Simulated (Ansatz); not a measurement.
`[CH3][SnH3]` + `CS[SiH3]` → `C[S][SnH2][CH3]` + SiH₄ at 400 K and 1 bar (redistribution).

Computed with Ansatz on PBE0-D4/def2-TZVP structures; ΔE is electronic, products minus reactants. CCSD(T)/CBS is the MP2 limit (def2-TZVPP, def2-QZVPP) plus CCSD(T) − MP2 in def2-TZVPP, frozen cores. This one scheme is used for every species. def2 core potentials past Kr. For Sn outer-core shells are correlated without core-valence functions, which leaves a few kJ/mol of doubt a bond. One conformer a species, not always the lowest.

```
          species  CCSD(T)/CBS energy (Eh)  H − E (kJ/mol)  S (J/(mol·K))
    `[CH3][SnH3]`               -255.66383           170.6          309.1
       `CS[SiH3]`               -728.52947           194.4          339.2
`C[S][SnH2][CH3]`               -692.73453           269.9          423.4
             SiH₄               -291.46306            96.9          218.6
```

H − E and S are ideal-gas, rigid-rotor, harmonic terms from PBE0-D4/def2-TZVP, for one conformer and one mirror image of each species. 1 Eh = 2625.50 kJ/mol, R = 8.31446 J/(mol·K).

Q: By hand: ΔE, ΔH, ΔS and ΔG.

A: ΔE = (-692.73453) + (-291.46306) − (-255.66383) − (-728.52947) = -0.00429 Eh = -11.3 kJ/mol. Δ(H − E) = 269.9 + 96.9 − 170.6 − 194.4 = 1.8, so ΔH = -9.5 kJ/mol. ΔS = 423.4 + 218.6 − 309.1 − 339.2 = -6.3 J/(mol·K). ΔG = -9.5 − 400 × (-6.3)/1000 = -7.0 kJ/mol.

Q: By hand: the equilibrium constant, and the temperature at which ΔG would vanish if ΔH and ΔS stayed fixed.

A: log₁₀ K = −ΔG/(RT ln 10) = 0.9. ΔG = 0 at ΔH/ΔS = 1508 K, though so small a ΔH makes that figure unsure.

The number of gas molecules stays the same, so ΔS is small and ΔH decides. A doubt of 5 kJ/mol in ΔE shifts log₁₀ K by 0.7 here. Other conformers and mirror images would add mixing entropy, several J/(mol·K) or more a flexible species. Modes under 60 cm⁻¹, often nearly free rotors, make the harmonic entropy too high. These are equilibria of isolated gas molecules and say nothing of rates. Largest T1 diagnostic: 0.012 (customary marks: 0.02 for closed shells, 0.045 for open ones).
